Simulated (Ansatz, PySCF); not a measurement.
This PySCF input computes a SVWN5/def2-TZVPD energy:

```python
from pyscf import gto, scf, dft

mol = gto.M(
    atom='''
    Ga   -0.00000000   -0.00000000   -0.87130525
    Cl    0.00000000    0.00000000    1.58885075
    ''',
    basis='def2-tzvpd',
    charge=-1,
    spin=1,
    symmetry='C2v',
    verbose=4,
)

mf = dft.UKS(mol, xc='svwn').density_fit(auxbasis='def2-universal-jkfit')
mf.grids.level = 3
mf.conv_tol = 1e-9
mf.max_cycle = 100
mf.max_memory = 1500
mf.kernel()
if not mf.converged:
    mf = mf.newton()
    mf.kernel(mf.make_rdm1())
mf.analyze()
```

Problem. Write an input for the same energy in Ansatz (an electronic-structure program) and say what it gives.

Solution. 
Ansatz 0.2 input:
```yaml
crystal:
  periodic: [false, false, false]
  atoms:
    - {symbol: Ga, position_ang: [-0.00000000, -0.00000000, -0.87130525]}
    - {symbol: Cl, position_ang: [0.00000000, 0.00000000, 1.58885075]}
basis:
  gaussian:
    orbitals: def2-TZVPD
hamiltonian:
  xc: {name: SVWN5}
total_charge: -1
magnetization: {spin_polarized: true, initial_magnetization: 1}
output: {forces: true}
```
It gives -2380.64112 Eh, and PySCF -2380.64117 Eh, a difference of 0.05 mEh, from the treatment of integrals and grids.
